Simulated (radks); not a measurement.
These are the eigenvalues of the occupied orbitals of an atom or ion with whole-number occupations (hartree). All-electron calculation, scalar-relativistic Kohn-Sham, r2SCAN, spin-polarised, spherical densities, finite nucleus; meta-GGA in the generalised Kohn-Sham scheme; Fermi nuclear charge, rms radius of each element as measured or else 0.836 A^(1/3) + 0.57 fm. Program: a radial shooting solver on a logarithmic mesh with Libxc functionals.

| orbital | eigenvalue |
|---|---|
| 1s up | -1266.849 |
| 1s down | -1266.843 |
| 2s up | -199.0738 |
| 2s down | -199.0730 |
| 2p up | -178.6696 |
| 2p down | -178.6657 |
| 3s up | -42.15818 |
| 3s down | -42.15432 |
| 3p up | -35.52579 |
| 3p down | -35.52076 |
| 3d up | -25.70481 |
| 3d down | -25.69971 |
| 4s up | -8.91267 |
| 4s down | -8.89943 |
| 4p up | -6.79954 |
| 4p down | -6.78707 |
| 4d up | -3.70616 |
| 4d down | -3.68899 |
| 5s up | -2.10884 |
| 5s down | -1.99778 |
| 5p up | -1.58699 |
| 5f up | -0.38436 |

Which element is it, and in what charge state? The configuration may be excited. Open shells, if any, are filled with parallel spins first.

Answer. Z = 54, xenon, charge +3: Xe3+ in [Kr] 4d10 5s2 5p2 5f1. The list shows which subshells hold electrons but not how many an open one holds; the 1s level, -1266.8 hartree, gives Z - s = 50.3 by -(Z - s)^2/2, which with screening and relativity narrows Z to a few neighbours, and the depths of the outer levels then fix element, charge and occupations together.
